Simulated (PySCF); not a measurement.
This PySCF input asks for the NMR shieldings of `B(C=C)(CC=O)N(C)C`, C6H12BNO; the geometry comes from GFN2-xTB.

```python
import basis_set_exchange as bse
import numpy as np
from pyscf import gto, dft
from pyscf.prop import nmr

atoms = """
C     2.002943   -2.104617    0.000182
C     0.975672   -1.435382   -0.506634
B     0.321428   -0.152390    0.115634
C     1.302379    1.052758    0.578591
C     1.309683    2.059598   -0.508134
O     0.649976    3.068196   -0.543071
N    -1.049203   -0.035071    0.243231
C    -1.748882    1.149003    0.699574
C    -1.972988   -1.119830   -0.013900
H     2.426118   -2.978189   -0.471820
H     2.458829   -1.816459    0.934451
H     0.567037   -1.801225   -1.444900
H     0.954065    1.508353    1.504547
H     2.308887    0.663739    0.716009
H     1.969571    1.793794   -1.358861
H    -2.132087    1.002714    1.714523
H    -1.097448    2.016166    0.681643
H    -2.597440    1.348292    0.040819
H    -1.431042   -2.025346   -0.270321
H    -2.649633   -0.860928   -0.834035
H    -2.576785   -1.316234    0.876702
"""
names = dict.fromkeys(["C", "B", "O", "N", "H"], "pcSseg-1")
basis = {el: gto.basis.parse(bse.get_basis(n, elements=[el], fmt="nwchem")) for el, n in names.items()}
mol = gto.M(atom=atoms, basis=basis, charge=0, verbose=0)
mf = dft.RKS(mol, xc="PBE0")
mf.grids.level = 2
mf.grids.alignment = dft.numint.BLKSIZE   # the property module wants whole blocks of grid points
mf.conv_tol = 1e-9
mf.kernel()

calc = nmr.RKS(mf)   # GIAO
C = mf.mo_coeff
Co = C[:, mf.mo_occ > 0]
resp = mf.gen_response(singlet=True, hermi=2)
def vind(x):   # induced exchange potential for any number of trial vectors
    d = np.einsum("pi,xij,qj->xpq", C, 2 * x.reshape(-1, C.shape[1], Co.shape[1]), Co, optimize=True)
    return np.einsum("xpq,pi,qj->xij", resp(d - d.transpose(0, 2, 1)), C, Co, optimize=True).ravel()
mo1, _ = nmr.rhf.solve_mo1(calc, with_cphf=vind)
sigma = calc.kernel(mo1)
for i, s in enumerate(sigma):   # ppm
    w = np.linalg.eigvalsh((s + s.T) / 2)
    print("%2d %-2s iso %8.1f  s11 %8.1f  s22 %8.1f  s33 %8.1f" % (i, mol.atom_pure_symbol(i), w.mean(), *w))
```

Q: What does it print?

A: 
```
 0 C  iso     48.8  s11    -74.8  s22     52.8  s33    168.5
 1 C  iso     36.0  s11    -89.0  s22     26.3  s33    170.6
 2 B  iso     66.2  s11     36.7  s22     56.7  s33    105.1
 3 C  iso    137.3  s11     96.0  s22    144.2  s33    171.8
 4 C  iso    -17.9  s11   -116.8  s22    -37.3  s33    100.4
 5 O  iso   -330.6  s11   -916.6  s22   -421.8  s33    346.7
 6 N  iso    137.1  s11     19.2  s22    173.5  s33    218.6
 7 C  iso    145.8  s11    124.7  s22    130.6  s33    182.3
 8 C  iso    143.1  s11    121.1  s22    125.8  s33    182.3
 9 H  iso     25.4  s11     22.2  s22     25.2  s33     28.8
10 H  iso     25.8  s11     21.7  s22     25.7  s33     29.9
11 H  iso     24.9  s11     21.0  s22     24.8  s33     28.8
12 H  iso     29.0  s11     26.3  s22     28.6  s33     32.2
13 H  iso     28.9  s11     26.4  s22     29.2  s33     31.0
14 H  iso     21.8  s11     19.7  s22     20.0  s33     25.6
15 H  iso     29.0  s11     25.3  s22     26.6  s33     35.1
16 H  iso     27.3  s11     21.6  s22     27.9  s33     32.4
17 H  iso     29.4  s11     25.8  s22     27.4  s33     35.1
18 H  iso     28.3  s11     23.1  s22     29.3  s33     32.4
19 H  iso     29.0  s11     25.5  s22     26.6  s33     35.1
20 H  iso     29.1  s11     25.6  s22     26.7  s33     35.0
```

These numbers come from an equivalent density-fitted implementation of the same equations, which agrees with the script to about 0.01 ppm for H and up to a few tenths of a ppm for heavy atoms, so last digits may differ.

Size and cost of the density-fitted run: 213 basis functions, 2 min wall time (110 s CPU) on 1 thread of an Intel Xeon, shared host; peak memory 0.87 GiB.
